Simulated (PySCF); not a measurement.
# Computed records: AlBH$_{2}$N

Calculation on a computer-drawn molecule: vertical ionisation energy to the stated ion spin, frozen-core CCSD(T) at the basis limit and cheaper methods, single-reference cases, UHF for radicals, no spin-orbit; all values are single points at the evaluated structure, the first of each entry, which is the reference or a displaced copy of it and isn't optimised; the reference structure only sets the zero of the energies above reference; triples share is (T) over the correlation energy. Program: PySCF 2.14.0.

```json
{"formula": "AlBH2N", "evaluated_structure": {"atoms_angstrom": [["B", 0.2725, 1.1495, 0.0978], ["N", -0.8342, 0.6901, -0.2415], ["Al", -2.4105, 0.1218, -0.6654], ["H", 1.703, 1.7449, 0.5445], ["H", -2.7987, -0.1412, -2.1912]]}, "reference_structure": {"atoms_angstrom": [["B", 0.3005, 1.1741, 0.0992], ["N", -0.8059, 0.7206, -0.2584], ["Al", -2.415, 0.0707, -0.6432], ["H", 1.3424, 1.6007, 0.4281], ["H", -2.7955, -0.1334, -2.1772]]}, "given": {"charge": 0, "multiplicity": 2, "ion_multiplicity": 1, "diffuse_functions": "no", "basis": "cc-pV(n+d)Z", "reference_is": "the Hartree-Fock double-zeta minimum", "best_is": "HF at quadruple zeta + MP2 correlation extrapolated from triple and quadruple zeta + CCSD(T) minus MP2 at triple zeta", "basis_step_is": "the size of the change from the same recipe one zeta lower", "drawn_bonds_atom": [1, 2, 1, 3], "drawn_bonds_other_atom": [2, 3, 4, 5], "drawn_bonds_order": [1, 2, 1, 1]}, "results": {"ionisation_energy_best [eV]": 7.424, "ionisation_energy_basis_step [eV]": 0.01214, "energy_above_reference_best [kcal/mol]": 32.72, "energy_above_reference_basis_step [kcal/mol]": 0.03667, "triple_zeta_method": ["HF", "PBE", "r2SCAN", "B3LYP", "wB97X", "MP2", "CCSD", "CCSD(T)"], "triple_zeta_ionisation_energy [eV]": [7.126, 7.43, 7.546, 7.487, 7.361, 7.36, 7.377, 7.398], "triple_zeta_energy_above_reference [kcal/mol]": [35.8, 30.96, 32.79, 33.26, 33.18, 34.43, 32.76, 32.37], "total_energy_HF_triple_zeta [hartree]": -322.2125, "total_energy_CCSD(T)_triple_zeta [hartree]": -322.5983, "total_energy_best [hartree]": -322.6473, "T1_diagnostic_at_triple_zeta": 0.0177, "D1_diagnostic_at_triple_zeta": 0.04175, "spin_squared_at_triple_zeta": 0.7553, "ion_T1_diagnostic_at_triple_zeta": 0.01651, "ion_D1_diagnostic_at_triple_zeta": 0.03642, "triples_share_at_triple_zeta": 0.04606, "basis_functions_triple_zeta": 127, "dipole_magnitude_HF_at_triple_zeta [debye]": 1.673, "dipole_magnitude_CCSD_unrelaxed_at_triple_zeta [debye]": 1.067, "dipole_magnitude_PBE_at_triple_zeta [debye]": 0.9505, "dipole_magnitude_r2SCAN_at_triple_zeta [debye]": 1.126, "dipole_magnitude_B3LYP_at_triple_zeta [debye]": 1.095, "dipole_magnitude_wB97X_at_triple_zeta [debye]": 1.309}}
```
